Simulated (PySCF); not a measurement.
```xyz
3
charge 0 multiplicity 5, angstrom
W     0.0000    0.0000   -0.3861
Br    2.2843    0.0000    0.4502
Br   -2.2843    0.0000    0.4502
```

Computed with UPBE in PySCF with W def2-SVP with ECP60, Br def2-SVP; scalar-relativistic core potentials, no spin–orbit coupling; density-fitted integrals.

This geometry of WBr2 is a stationary point at this level.

**Question.** What is the point group?

**Answer.** C2v.

**Question.** Is it a minimum?

**Answer.** Yes: all harmonic wavenumbers are real, though the softest, 43 cm⁻¹, leaves little margin.

**Question.** Which band is strongest in the infrared?

**Answer.** 273 cm⁻¹ (b2), 44 km/mol.

**Question.** Give the ideal-gas entropy at 298.15 K and 1 bar by parts.

**Answer.** translation 181.6, rotation 115.8, vibration 35.6, spin 13.4; total 346.4 J/(mol K).

**Question.** What is the atomisation energy, with and without zero-point energy?

**Answer.** 801 kJ/mol without, 798 kJ/mol with.

Other isomers or separated fragments may lie lower. With open d or f shells other occupations or spin states may lie lower. With an element this heavy the missing spin–orbit coupling can shift these numbers.
